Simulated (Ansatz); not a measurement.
Stepwise reaction of `[F][Al]([F])[F]` with water, as a gas-phase model of exchange steps in deposition or etching. ΔE in kJ/mol.

Isolated molecules relaxed with PBE0-D4/def2-TZVP in Ansatz; ΔE leaves out vibrations. CCSD(T)/CBS adds triple-zeta CCSD(T) − MP2 to the extrapolated MP2 energy (def2 sets, frozen cores). This one scheme is used for every species. Functionals use def2-TZVPP. B3LYP here is the variant with VWN-RPA as its local correlation; programs differ in this. Each species was taken in one conformer, which may not be the lowest.

```csv
step,reaction,PBE-D4,B3LYP-D4,ωB97M-V,CCSD(T)/CBS
2,`[OH][Al]([F])[F]` + H₂O → `[OH][Al]([OH])[F]` + H–F,43.0,44.7,44.4,46.0
3,`[OH][Al]([OH])[F]` + H₂O → `[OH][Al]([OH])[OH]` + H–F,45.2,46.4,45.9,45.9
```

Problem. Give the row of step 1, `[F][Al]([F])[F]` + H₂O → `[OH][Al]([F])[F]` + H–F. (An estimate is asked.)

Solution. Computed: 
```tsv
step	reaction	PBE-D4	B3LYP-D4	ωB97M-V	CCSD(T)/CBS
1	`[F][Al]([F])[F]` + H₂O → `[OH][Al]([F])[F]` + H–F	38.8	40.1	40.1	42.1
```

Problem. By hand: ΔE of the 3 steps together at CCSD(T)/CBS.

Solution. (42.1) + (46.0) + (45.9) = 134.0 kJ/mol, or 44.7 kJ/mol a step.

In ΔE the steps differ by no more than 3.9 kJ/mol. All are uphill at CCSD(T)/CBS. PBE-D4 differs from CCSD(T)/CBS by -3.3 to -0.7 kJ/mol a step. Isolated molecules leave out the surface, adducts and barriers. Largest T1 diagnostic: 0.013.
